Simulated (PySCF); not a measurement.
Species: C6H6BrN.
SMILES: `Nc1cccc(Br)c1`

Level of theory: PBE0-D3(BJ)/def2-SVP geometry optimisation, gas phase in PySCF.

Masses are those of the commonest isotopes; rigid-rotor values at the optimised geometry. 

(1) Give the principal moments of inertia and the rotational constants in cm⁻¹.

(2) What kind of rotor is it?

(3) Is it planar, by Δ = Ic − Ia − Ib?

(4) Give the other two planar moments, Paa and Pbb, and the rms extents of the mass along the axes.

(5) Give the coordinates in the principal-axis frame, origin at the centre of mass.

(6) Which types of transition are allowed, and where do some lines up to J = 4 fall?

## Answers

(1) Ia = 152.77, Ib = 658.96, Ic = 811.44 u·Å²; 505379 MHz·u·Å²/I gives 3308, 766.9 and 622.8 MHz, that is A = 0.11035, B = 0.02558, C = 0.02077 cm⁻¹.

(2) An asymmetric top. Ray's parameter κ = (2B − A − C)/(A − C) = -0.893; −1 is the prolate and +1 the oblate limit.

(3) Not planar: Δ = Ic − Ia − Ib = -0.29 u·Å². For a rigid frame Δ = −2 Σ m c², so Σ m c² = 0.14 u·Å² lies off the ab plane: 0.12 from hydrogen and 0.02 from heavier atoms. The atom farthest from that plane is 0.24 Å away.

(4) Paa = Σ m a² = (Ib + Ic − Ia)/2 = 658.82 and Pbb = Σ m b² = (Ia + Ic − Ib)/2 = 152.62 u·Å². With the mass M = 170.97 u, the rms extents √(P/M) along a, b and c are 1.96, 0.94, 0.03 Å.

(5) The sense of each axis is arbitrary; atoms in the order of the calculation.
```csv
atom,mass (u),a (Å),b (Å),c (Å)
N1,14.003,3.158,-1.569,0.042
C2,12.000,2.238,-0.547,-0.002
C3,12.000,2.650,0.798,-0.003
C4,12.000,1.712,1.822,-0.001
C5,12.000,0.343,1.555,0.001
C6,12.000,-0.056,0.221,0.001
Br7,78.918,-1.902,-0.189,0.000
C8,12.000,0.860,-0.825,-0.001
H9,1.008,4.103,-1.350,-0.244
H10,1.008,2.844,-2.486,-0.243
H11,1.008,3.718,1.033,-0.001
H12,1.008,2.053,2.861,-0.003
H13,1.008,-0.395,2.358,0.001
H14,1.008,0.508,-1.858,0.002
```

(6) The dipole components are |μa| = 2.91 D, |μb| = 0.99 D, |μc| = 0.82 D. The squared components, which scale the intensities, stand as 1.00 : 0.12 : 0.08 (a : b : c). Some lines, for components of 0.1 D or more:

```tsv
type	branch	J(Ka,Kc)	MHz	lower level (cm⁻¹)
a	Q	2(1,1) ← 2(1,2)	432	0.219
a	Q	3(1,2) ← 3(1,3)	865	0.351
a	Q	4(1,3) ← 4(1,4)	1440	0.526
b	R	3(0,3) ← 2(1,2)	1742	0.219
c	Q	2(1,2) ← 2(0,2)	2403	0.139
c	Q	1(1,1) ← 1(0,1)	2541	0.046
b	Q	1(1,0) ← 1(0,1)	2685	0.046
a	R	2(0,2) ← 1(0,1)	2774	0.046
a	R	2(1,1) ← 1(1,0)	2924	0.136
b	R	1(1,1) ← 0(0,0)	3931	0.000
a	R	3(1,3) ← 2(1,2)	3949	0.219
c	R	2(1,1) ← 1(0,1)	5609	0.046
c	R	3(1,2) ← 2(0,2)	7217	0.139
b	Q	2(2,1) ← 2(1,2)	8056	0.219
c	R	4(1,3) ← 3(0,3)	8906	0.277
c	R	2(2,1) ← 1(1,1)	10692	0.131
c	Q	4(3,2) ← 4(2,2)	12998	0.815
b	Q	3(3,0) ← 3(2,1)	13041	0.628
c	R	4(2,2) ← 3(1,2)	13055	0.380
b	Q	4(3,2) ← 4(2,3)	13086	0.812
c	R	3(3,1) ← 2(2,1)	17240	0.488
b	R	3(3,0) ← 2(2,1)	17240	0.488
c	Q	4(4,1) ← 4(3,1)	18282	1.249
c	R	4(3,2) ← 3(2,2)	18641	0.627
c	R	4(4,0) ← 3(3,0)	23853	1.063
b	R	4(4,0) ← 3(3,1)	23853	1.063
```

PBE0-D3(BJ)/def2-SVP frequencies: not computed here. Constants of a rigid frame at the computed geometry: no zero-point averaging, no centrifugal distortion. A rigid rotor knows nothing of inversion at nitrogen, which can split or shift real lines. Quadrupole hyperfine structure (14N, 79Br) is left out.

The run took about 90 s of CPU time (one thread, shared machine). This is the geometry optimisation.

Shape of the structure used: `[NH2:1][c:2]1[cH:3][cH:4][cH:5][c:6]([Br:7])[cH:8]1`: H–N1–C2–C3 -21°, H–N1–C2–C3 -162°.
